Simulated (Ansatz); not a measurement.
Kohn–Sham single points on `O[Si](O)(F)[SiH2]F`.

```yaml
crystal:
  periodic: [false, false, false]
  atoms:
    - {symbol: O, position_ang: [1.002998, -1.674180, -0.099102]}
    - {symbol: Si, position_ang: [0.288242, -0.368287, 0.573579]}
    - {symbol: O, position_ang: [-0.970899, -0.879281, 1.462050]}
    - {symbol: F, position_ang: [1.384763, 0.357303, 1.484632]}
    - {symbol: Si, position_ang: [-0.562060, 1.185323, -0.958300]}
    - {symbol: F, position_ang: [0.637749, 1.628756, -1.933759]}
    - {symbol: H, position_ang: [1.907464, -1.593577, -0.406491]}
    - {symbol: H, position_ang: [-0.890002, -1.691529, 1.966502]}
    - {symbol: H, position_ang: [-1.086191, 2.403406, -0.290942]}
    - {symbol: H, position_ang: [-1.628964, 0.580966, -1.795270]}
basis:
  gaussian: {orbitals: def2-TZVPP}
hamiltonian: {xc: lda}
output: {orbitals: {seedname: orbitals}}
```

```sh
$ ansatz run in.yaml --threads 4 --pin off --events-out ev --progress --plain --max-ram 10444MiB
```

It prints (some lines left out):

```
Functional definition: SPW92
1426 factors; their error is unknown
mean field evaluation 1: about -25219.3862 eV, gradient 9.3e1 eV
mean field evaluation 2: about -25161.9359 eV, gradient 2.0e2 eV
mean field evaluation 4: about -25232.0801 eV, gradient 1.7e1 eV
mean field evaluation 8: about -25232.4745 eV, gradient 1.6e-1 eV
mean field evaluation 16: about -25232.4445 eV, gradient 2.9e-4 eV
mean field -25232.44453357 eV, -927.2752334436 hartree, gradient 3.0e-5 eV, S^2 0.000000; 0 other end points of the search recorded, 0 dependent functions left out
reference -25232.44457341 eV, -927.2752349075 hartree; 33, 33 occupied and 231, 231 virtual orbitals, 1426 factors
Total energy: -25232.44457341 eV, -927.2752349075 hartree
```

Hardware: 4 threads of an AMD EPYC 7R43 on a shared host. Wall time 2.4 s, peak host memory 0.36 GiB.

With the line `hamiltonian: {xc: {name: PBE-QIDH}}` (abridged; 11 s):

```
Functional definition: PBE-QIDH
mean field evaluation 16: about -25325.4931 eV, gradient 2.0e-4 eV
mean field -25325.49314609 eV, -930.6947068832 hartree, gradient 9.5e-6 eV, S^2 0.000000
14 core orbitals not correlated: weight in the atoms' cores, before any rotation towards them, 1.000 or more for the frozen orbitals, at most 0.000 for the correlated occupied ones
second order -36.65888845 eV of doubles, -0.00000000 eV of singles
Total energy: -25337.71278801 eV, -931.1437704410 hartree
```

With the line `hamiltonian: {xc: {name: CAM-B3LYP}, dispersion: d4}` (abridged; 7 s):

```
Functional definition: CAM-B3LYP
mean field evaluation 16: about -25357.6121 eV, gradient 5.2e-5 eV
mean field -25357.61205716 eV, -931.8750550938 hartree, gradient 5.2e-5 eV, S^2 0.000000
Total energy: -25357.81423366 eV, -931.8824849434 hartree
```

Changing it to `hamiltonian: {xc: pbe0, dispersion: d4}` (abridged; 6 s):

```
Functional definition: PBE0
mean field evaluation 16: about -25343.2862 eV, gradient 5.2e-5 eV
mean field -25343.28622814 eV, -931.3485905877 hartree, gradient 5.2e-5 eV, S^2 0.000000
Total energy: -25343.48366643 eV, -931.3558463112 hartree
```

Changing it to `hamiltonian: {xc: hse06, dispersion: d4}` (abridged; 6.5 s):

```
Functional definition: HSE06
mean field evaluation 16: about -25342.5329 eV, gradient 2.9e-5 eV
mean field -25342.53293608 eV, -931.3209076151 hartree, gradient 3.9e-5 eV, S^2 0.000000
Total energy: -25342.71801003 eV, -931.3277089575 hartree
```

Changing it to `hamiltonian: {xc: r2scan, dispersion: d4}` and forces (abridged; 8.5 s):

```
Functional definition: r2SCAN
mean field evaluation 16: about -25353.9650 eV, gradient 2.9e-4 eV
mean field -25353.96495698 eV, -931.7410266342 hartree, gradient 1.6e-5 eV, S^2 0.000000
Total energy: -25354.02141860 eV, -931.7431015606 hartree
Atom 0 force     0.010429    -0.075513    -0.028696 eV/Å
Atom 1 force    -0.037153     0.062503    -0.049217 eV/Å
Atom 2 force    -0.051596     0.001713     0.024623 eV/Å
Atom 3 force     0.052453     0.045831     0.043618 eV/Å
Atom 4 force    -0.029477    -0.027846     0.040999 eV/Å
Atom 5 force     0.040662     0.014393    -0.029776 eV/Å
Atom 6 force     0.026386     0.001530    -0.014752 eV/Å
Atom 7 force    -0.006184    -0.025652     0.013762 eV/Å
Atom 8 force    -0.007770    -0.012970    -0.012846 eV/Å
Atom 9 force     0.002249     0.016010     0.012286 eV/Å
Dipole moment:     0.017294    -0.322431     0.084282 e Å
```

HSE06 is the plane-wave form, built on full-range PBE exchange.
